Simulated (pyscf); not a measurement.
PySCF, gas phase, ωB97X-D3(BJ)/def2-SVP geometries.

SMILES: [SiH3]O[Si](O[SiH3])(O[SiH3])O[SiH3]
```xyz
21

Si     2.2520    -0.8675    -0.0607
O      0.8105    -0.4777    -0.8119
Si    -0.7556    -0.6801    -0.3666
O     -1.4588     0.8017    -0.1989
Si    -0.8432     2.3536    -0.2784
O     -1.5784    -1.5240    -1.4947
Si    -2.8749    -1.1739    -2.4869
O     -0.7860    -1.4515     1.0821
Si    -1.3425    -1.0030     2.5916
H      2.2761    -0.2936     1.3155
H      3.3515    -0.2769    -0.8674
H      2.4146    -2.3449     0.0159
H     -1.9038     3.2836     0.1895
H     -0.4613     2.6841    -1.6789
H      0.3536     2.4704     0.6031
H     -2.6078     0.0728    -3.2584
H     -4.1094    -0.9944    -1.6728
H     -3.0502    -2.3161    -3.4209
H     -2.8277    -0.8947     2.5831
H     -0.7552     0.3121     2.9783
H     -0.9164    -2.0466     3.5595
```

Task: What is the homolytic dissociation enthalpy (298 K, ωB97M-D3(BJ)/def2-TZVP) of the O–Si bond of H₃Si–O–Si(O–SiH₃)(O–SiH₃)–O–SiH₃, to •O–SiH₃ + H₃Si–O–Si•(O–SiH₃)–O–SiH₃?

Result: O–Si to •O–SiH₃ + H₃Si–O–Si•(O–SiH₃)–O–SiH₃: 596.9 kJ/mol. The 7 functionals that were run give +537.9 (PBE) to +601.6 kJ/mol (ωB97X-D3(BJ)/def2-TZVP). •O–SiH₃ lies 104.0 kJ/mol over its isomer HO–SiH₂• (electronic energy, ωB97M-D3(BJ)/def2-TZVP). Other isomers of H₃Si–O–Si•(O–SiH₃)–O–SiH₃ were not searched in full and may lie lower.
